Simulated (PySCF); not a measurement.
Job for PySCF: R-B3LYP/6-31G* on H2S (SMILES S) with ghost functions, monomers drawn apart or pushed together.

```python
from pyscf import gto, scf, dft, mp
from pyscf.data.elements import chemcore

mol = gto.M(
    atom='''
    S     0.17902421    0.15321057   -0.49990647
    H     0.31789063   -1.17979088   -0.42046149
    H     0.66804189    0.33445388    0.73996336
    ghost-C   -1.33691376   -0.39529316    5.20606277
    ghost-C   -0.08006193   -0.13068283    5.40286521
    ghost-C    1.18108382    0.13741900    5.58161209
    ghost-H   -1.99315765   -0.65410522    6.02888791
    ghost-H   -1.76198248   -0.36018953    4.20911164
    ghost-H    1.51909333    1.14787728    5.78172938
    ghost-H    1.93344455   -0.64240080    5.54765906
    ''',
    basis='6-31g*',
    cart=True,
    charge=0, spin=0, verbose=3, max_memory=1800)
mf = dft.RKS(mol, xc='b3lyp')
mf.conv_tol = 1e-8
mf.max_cycle = 100
mf.kernel()
if not mf.converged:
    mf = mf.newton().run(mf.mo_coeff, mf.mo_occ)
```

Output:

```
converged SCF energy = -399.385405519562
```

The run converged.

Cost: very roughly 5 core-seconds.
